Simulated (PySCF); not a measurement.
# How methods differ on the ionisation energy of S²⁺

S²⁺ [Ne] 3s2 3p2 (3P) → S³⁺ [Ne] 3s2 3p1 (2P), as a difference of total energies. All numbers are calculated (PySCF 2.14, scalar relativity by spin-free X2C-1e, in x2c-TZVPPall with one added diffuse shell each of s, p, d type (6s6p4d1f, 51 functions)). Correlated levels: valence: [Ne] frozen. The calculations carry no spin-orbit coupling.

```
           method  ionisation energy (eV)
              UHF                  34.148
    MP2 (valence)                  34.625
SCS-MP2 (valence)                  34.529
   CCSD (valence)                  34.671
CCSD(T) (valence)                  34.703
```

A first-order spin-orbit estimate (lowest level to lowest level, LS coupling) adds -0.009 eV.

Errors of the correlated levels include the incompleteness of this basis and the frozen core.

**Question.** Which method comes closest to the reference value, and which is furthest?

**Answer.** The reference is 34.86 ± 0.04 eV (semi-empirical (NIST evaluation); NIST Atomic Spectra Database, ionization energies). Closest: CCSD(T) (valence) (error -0.166 eV); furthest: UHF (error -0.721 eV), both after the spin-orbit estimate.
